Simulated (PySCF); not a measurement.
CHO2 (SMILES [O]C=O), doublet, at a GFN2-xTB geometry, with bond 3-2 at 1.3 times its length; HF/def2-SVP run with PySCF.

Input for PySCF:
```python
from pyscf import gto, scf

mol = gto.Mole()
mol.atom = '''
    O     1.156235   -0.013127    0.009834
    C    -0.024571    0.191522    0.000459
    O    -1.442754   -0.453344   -0.013911
    H    -0.178603    1.392118    0.003334
'''
mol.basis = 'def2-svp'
mol.charge = 0
mol.spin = 1
mol.verbose = 4
mol.build()

mf = scf.UHF(mol)
mf.kernel()
```

What the program printed (banner, timings and long lists left out):

```
PySCF version 2.14.0

[INPUT] verbose = 4
[INPUT] num. atoms = 4
[INPUT] num. electrons = 23
[INPUT] charge = 0
[INPUT] spin (= nelec alpha-beta = 2S) = 1
[INPUT] symmetry False subgroup None
[INPUT] Mole.unit = angstrom
[INPUT] Symbol           X                Y                Z      unit          X                Y                Z       unit  Magmom
[INPUT]  1 O      1.156235000000  -0.013127000000   0.009834000000 AA    2.184967485636  -0.024806434837   0.018583566709 Bohr   0.0
[INPUT]  2 C     -0.024571000000   0.191522000000   0.000459000000 AA   -0.046432460607   0.361924126829   0.000867384291 Bohr   0.0
[INPUT]  3 O     -1.442754000000  -0.453344000000  -0.013911000000 AA   -2.726409925121  -0.856696000215  -0.026287980119 Bohr   0.0
[INPUT]  4 H     -0.178603000000   1.392118000000   0.003334000000 AA   -0.337510755026   2.630721753077   0.006300346899 Bohr   0.0

nuclear repulsion = 57.0452286579616
number of shells = 21
number of NR pGTOs = 79
number of NR cGTOs = 47
basis = def2-svp
ecp = {}

******** <class 'pyscf.scf.uhf.UHF'> ********
method = UHF
initial guess = minao
damping factor = 0
level_shift factor = 0
DIIS = <class 'pyscf.scf.diis.CDIIS'>
diis_start_cycle = 1
diis_space = 8
diis_damp = 0
SCF conv_tol = 1e-09
SCF conv_tol_grad = None
SCF max_cycles = 50
direct_scf = True
direct_scf_tol = 1e-13
number electrons alpha = 12  beta = 11
Set gradient conv threshold to 3.16228e-05
init E= -187.735287210559

cycle= 1 E= -187.610459648973  delta_E= 0.125  |g|= 0.649  |ddm|= 1.45
cycle= 2 E= -187.653316955254  delta_E= -0.0429  |g|= 0.669  |ddm|= 0.923
cycle= 3 E= -187.840613665586  delta_E= -0.187  |g|= 0.108  |ddm|= 0.502
cycle= 4 E= -187.853059789587  delta_E= -0.0124  |g|= 0.0917  |ddm|= 0.145
cycle= 5 E= -187.863779806339  delta_E= -0.0107  |g|= 0.053  |ddm|= 0.117
cycle= 6 E= -187.873945804247  delta_E= -0.0102  |g|= 0.0506  |ddm|= 0.13
cycle= 7 E= -187.882604082059  delta_E= -0.00866  |g|= 0.0502  |ddm|= 0.115
cycle= 8 E= -187.891241159437  delta_E= -0.00864  |g|= 0.0466  |ddm|= 0.124
cycle= 9 E= -187.905732042575  delta_E= -0.0145  |g|= 0.0238  |ddm|= 0.268
cycle= 10 E= -187.90565108814  delta_E= 8.1e-05  |g|= 0.0426  |ddm|= 0.0545
cycle= 11 E= -187.909628629277  delta_E= -0.00398  |g|= 0.0124  |ddm|= 0.151
cycle= 12 E= -187.909718084668  delta_E= -8.95e-05  |g|= 0.0159  |ddm|= 0.0558
cycle= 13 E= -187.909881217107  delta_E= -0.000163  |g|= 0.0036  |ddm|= 0.0223
cycle= 14 E= -187.909892143778  delta_E= -1.09e-05  |g|= 0.00352  |ddm|= 0.00965
cycle= 15 E= -187.909902775023  delta_E= -1.06e-05  |g|= 0.00177  |ddm|= 0.00569
cycle= 16 E= -187.909905867451  delta_E= -3.09e-06  |g|= 0.000662  |ddm|= 0.0029
cycle= 17 E= -187.909907570725  delta_E= -1.7e-06  |g|= 0.000429  |ddm|= 0.00238
cycle= 18 E= -187.909908838529  delta_E= -1.27e-06  |g|= 0.000337  |ddm|= 0.00303
cycle= 19 E= -187.909909235054  delta_E= -3.97e-07  |g|= 0.000206  |ddm|= 0.00109
cycle= 20 E= -187.909909636468  delta_E= -4.01e-07  |g|= 0.000138  |ddm|= 0.00157
cycle= 21 E= -187.909909831351  delta_E= -1.95e-07  |g|= 7.77e-05  |ddm|= 0.00128
cycle= 22 E= -187.90990988266  delta_E= -5.13e-08  |g|= 2.82e-05  |ddm|= 0.000852
cycle= 23 E= -187.909909885959  delta_E= -3.3e-09  |g|= 1.35e-05  |ddm|= 0.000181
cycle= 24 E= -187.909909886514  delta_E= -5.54e-10  |g|= 7.77e-06  |ddm|= 4.47e-05
Extra cycle  E= -187.909909886617  delta_E= -1.03e-10  |g|= 6.1e-06  |ddm|= 9.54e-06
converged SCF energy = -187.909909886617  <S^2> = 0.76574859  2S+1 = 2.0156871
```
